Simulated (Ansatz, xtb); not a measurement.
**C4H3BrFN: which of two isomers lies lower**

We compare I, `Fc1[nH]ccc1Br`, a singlet, with II, `Fc1c[nH]c(Br)c1`, a singlet. Both are isolated molecules in the gas phase, relaxed with B3LYP-D3(BJ)/def2-SVP.

Question: Estimate which is lower in electronic energy at CCSD(T)/def2-SVP + ΔMP2/def2-TZVPP, and by roughly how much.

Answer: Too close to call at this level: CCSD(T)/def2-SVP + ΔMP2/def2-TZVPP gives E(II) − E(I) = +0.16 kJ/mol.

How the difference moves with the method:

| level | geometry | E(II) − E(I) (kJ/mol) | departure from the last row (kJ/mol) | job, with rough time for the two |
| --- | --- | --- | --- | --- |
| GFN2-xTB | GFN2-xTB | −5.24 | −5.40 | optimisation, 0.12 s |
| HF/STO-3G | GFN2-xTB | +6.26 | +6.11 | single point, 0.4 s |
| r2SCAN-D4/def2-SVP | GFN2-xTB | +0.19 | +0.03 | single point, 3.8 s |
| B3LYP-D3(BJ)/def2-SVP | B3LYP-D3(BJ)/def2-SVP | +0.05 | −0.10 | optimisation, 22 s |
| HF/def2-SVP | B3LYP-D3(BJ)/def2-SVP | +6.50 | +6.35 | part of the CCSD(T) run |
| MP2/def2-SVP | B3LYP-D3(BJ)/def2-SVP | +2.04 | +1.89 | part of the CCSD(T) run |
| CCSD(T)/def2-SVP | B3LYP-D3(BJ)/def2-SVP | +3.63 | +3.47 | single point |
| CCSD(T)/def2-SVP + ΔMP2/def2-TZVPP | B3LYP-D3(BJ)/def2-SVP | +0.16 |  | single point, 64 s |

As drawn, both hold the same kinds of bond in the same numbers.

The largest departure from CCSD(T)/def2-SVP + ΔMP2/def2-TZVPP is that of HF/def2-SVP, 6.35 kJ/mol. The last row adds to CCSD(T) the change of the MP2 difference between the two basis sets, here −3.47 kJ/mol.

With thermal terms from frequencies at re-optimised GFN2-xTB minima (ideal gas, soft modes damped towards free rotors, one conformer each, 298.15 K, 1 atm): the zero-point term adds −0.22 kJ/mol; ΔH is −0.07 and ΔG +0.08 kJ/mol.

The correlated steps freeze 15 core orbitals; the filled d shell of Br is correlated, in a basis made for valence electrons. Run with Ansatz 0.2.0, xtb 6.7.1; the last row on 4 threads of Arm Neoverse V1 on a shared host.
